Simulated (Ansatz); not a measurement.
Input file for CH$_{7}$NOSSi (`NC(O)[SiH2]S`):

```yaml
crystal:
  periodic: [false, false, false]
  atoms:
    - {symbol: N, position_ang: [-1.187266, -0.036553, 1.074732]}
    - {symbol: C, position_ang: [0.059503, -0.578058, 0.590667]}
    - {symbol: O, position_ang: [1.143769, 0.053943, 1.245762]}
    - {symbol: Si, position_ang: [0.374137, -0.303067, -1.268609]}
    - {symbol: S, position_ang: [0.093858, 1.779329, -1.667122]}
    - {symbol: H, position_ang: [-1.947147, -0.698626, 1.005389]}
    - {symbol: H, position_ang: [-1.443864, 0.818377, 0.592342]}
    - {symbol: H, position_ang: [0.052029, -1.656293, 0.812754]}
    - {symbol: H, position_ang: [0.855875, 0.195260, 2.156026]}
    - {symbol: H, position_ang: [1.722624, -0.772007, -1.677595]}
    - {symbol: H, position_ang: [-0.669131, -0.998636, -2.066829]}
    - {symbol: H, position_ang: [1.022813, 2.141231, -0.763315]}
basis:
  gaussian: {orbitals: def2-SVP}
correlation: {method: ccsd_t}
```

```sh
$ ansatz run in.yaml --threads 4 --pin off --events-out ev --progress --plain --max-ram 10444MiB
```

Output of Ansatz, abridged:

```
Functional definition: HF
1109 factors; integrals over basis functions are off by at most 1.2e-3 eV
mean field evaluation 1: about -23327.4141 eV, gradient 3.6e1 eV
mean field evaluation 2: about -23327.4192 eV, gradient 3.6e1 eV
mean field evaluation 4: about -23330.6221 eV, gradient 3.6e0 eV
mean field evaluation 8: about -23330.6696 eV, gradient 3.1e-4 eV
mean field -23330.66959145 eV, -857.3862933900 hartree, gradient 1.4e-6 eV, S^2 0.000000; 0 other end points of the search recorded, 0 dependent functions left out
13 core orbitals not correlated: weight in the atoms' cores, before any rotation towards them, 1.000 or more for the frozen orbitals, at most 0.000 for the correlated occupied ones
reference -23330.66959145 eV, -857.3862933900 hartree; 16, 16 occupied and 84, 84 virtual orbitals, 1109 factors
second order -19.84547471 eV of doubles, -0.00000000 eV of singles
cycle   1  -20.79993237 eV  change   -9.5e-1 eV  update   9.6e-2
cycle   2  -21.33630617 eV  change   -5.4e-1 eV  update   2.8e-2
cycle   3  -21.43486363 eV  change   -9.9e-2 eV  update   1.3e-2
cycle   4  -21.43113615 eV  change    3.7e-3 eV  update   3.1e-3
cycle   5  -21.43081417 eV  change    3.2e-4 eV  update   1.4e-3
cycle   6  -21.43081603 eV  change   -1.9e-6 eV  update   4.6e-4
cycle   7  -21.43055432 eV  change    2.6e-4 eV  update   1.6e-4
cycle   8  -21.43052676 eV  change    2.8e-5 eV  update   5.3e-5
cycle   9  -21.43054110 eV  change   -1.4e-5 eV  update   1.7e-5
perturbative correction -0.58180192 eV, -0.0213808261 hartree
Total energy: -23352.68193447 eV, -858.1952320753 hartree
```

It took 4.9 s on 4 threads of an Arm Neoverse V2 on a shared host, with 0.55 GiB of host memory at the peak.

MP2 recovers 90.2 % of the CCSD(T) correlation energy and the triples give 2.6 %; T1 = 0.0107.
